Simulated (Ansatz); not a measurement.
Stepwise reaction of `CB(C)O` with hydrogen fluoride, as a gas-phase model of exchange steps in deposition or etching. ΔE in kJ/mol; ΔG adds harmonic PBE0-D4 terms to CCSD(T)/CBS, at 1 bar.

Computed with Ansatz on PBE0-D4/def2-TZVP structures; ΔE is electronic, products minus reactants. CBS: MP2 limit from def2 TZ/QZ plus the TZ coupled-cluster correction, frozen cores. This one scheme is used for every species. Functionals use def2-TZVPP. B3LYP here is the variant with VWN-RPA as its local correlation; programs differ in this. Each species was taken in one conformer, which may not be the lowest.

| step | reaction | PBE-D4 | B3LYP-D4 | ωB97M-V | CCSD(T)/CBS | ΔG(600 K) |
| --- | --- | --- | --- | --- | --- | --- |
| 1 | `CB(C)O` + H–F → `CB(O)F` + CH₄ | -151.4 | -161.9 | -158.9 | -151.2 | -141.3 |

(1) Give the row of step 2, `CB(O)F` + H–F → `OB(F)F` + CH₄. (Estimate.)

(2) By hand: ΔE of the 2 steps together at CCSD(T)/CBS.

## Answers

(1) Computed: 
```
step                         reaction  PBE-D4  B3LYP-D4  ωB97M-V  CCSD(T)/CBS  ΔG(600 K)
   2  `CB(O)F` + H–F → `OB(F)F` + CH₄  -127.0    -137.4   -134.1       -129.1     -119.6
```

(2) (-151.2) + (-129.1) = -280.3 kJ/mol, or -140.1 kJ/mol a step.

In ΔE each step is higher than the one before. All are downhill at CCSD(T)/CBS. ΔG lies between -141.3 and -119.6 kJ/mol a step. PBE-D4 differs from CCSD(T)/CBS by -0.2 to 2.1 kJ/mol a step. Isolated molecules leave out the surface, adducts and barriers. Largest T1 diagnostic: 0.012.
